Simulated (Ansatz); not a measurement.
Ideal-gas functions of `[O]=[Ta]([OH])([Cl])[Cl]` at 400 K and 1 bar, from an Ansatz frequency run at PBE0-D4/def2-TZVP.

Molar mass 284.86 g/mol, point group Cs (symmetry number 1), electronic degeneracy 1, moments of inertia 218.933, 324.264, 403.784 u Å². Harmonic wavenumbers (cm⁻¹, unscaled): 106, 139, 150, 213, 263, 348, 401, 412, 437, 730, 1026, 3910.

Use S(trans) = R[1.5 ln M + 2.5 ln T − 1.1517]; rotational temperatures θ = 24.2544 K / I; S(rot) = R[ln(√π/σ · √(T³/θAθBθC)) + 1.5]; for each mode x = 1.438777 ν̃/T, S = R[x/(eˣ − 1) − ln(1 − e⁻ˣ)] and H = RT x/(eˣ − 1); 1 cm⁻¹ = 0.0119627 kJ/mol; R = 8.31446 J/(mol·K).

**Question.** By hand: the entropy, in J/(mol·K).

**Answer.** Translation 185.5. Rotation: θ = 0.1108, 0.0748, 0.0601 K, giving 123.6. Vibration, mode by mode: 16.38, 14.16, 13.54, 10.73, 9.08, 6.97, 5.95, 5.77, 5.36, 2.33, 1.00, 0.00, in all 91.3. Electronic 0.0. Sum 400.4 J/(mol·K).

**Question.** By hand: H − E and G − E in kJ/mol, counted from the electronic energy.

**Answer.** Zero-point energy ½ × 8135 × 0.0119627 = 48.7; thermal vibration 19.0; translation, rotation and pV give 4 RT = 13.3. H − E = 81.0 kJ/mol, and G − E = 81.0 − 400 × 400.4/1000 = -79.2 kJ/mol.

Vibration gives 23 % of the entropy, 30.5 J/(mol·K) of it from the modes under 150 cm⁻¹: soft modes count most, and the harmonic formula is weakest for them. The sum counts one conformer and one mirror image; others add a mixing term.
